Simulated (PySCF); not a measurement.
Stepwise substitution at one centre (Ga F-CH3). Isolated molecules, 0 K electronic values unless said otherwise. Strings in code marks are SMILES.

The S1 excitation (TDA) from two functionals at the same geometries (B3LYP-D3(BJ)/def2-TZVP), both in PySCF: PBE-D3(BJ)/def2-TZVP and B3LYP-D3(BJ)/def2-TZVP. B3LYP has the VWN-RPA correlation part, as in Gaussian. Excitations are Tamm–Dancoff values on a coarser integration grid. The basis has no diffuse functions, so Rydberg states are missing or too high.

| species | PBE-D3(BJ)/def2-TZVP (eV) | B3LYP-D3(BJ)/def2-TZVP (eV) |
|---|---|---|
| 0 of 3 F replaced by CH3 (`[F][Ga]([F])[F]`) | 6.33 | 7.11 |
| 2 of 3 F replaced by CH3 | 5.35 | 5.63 |
| 3 of 3 F replaced by CH3 (`[CH3][Ga]([CH3])[CH3]`) | 4.93 | 5.18 |

Over these rows, drawn at random from the members with no instability flagged (it was tested for open shells, ions and some series alone), PBE minus B3LYP-D3(BJ): mean -0.43 eV, from -0.78 eV to -0.25 eV.
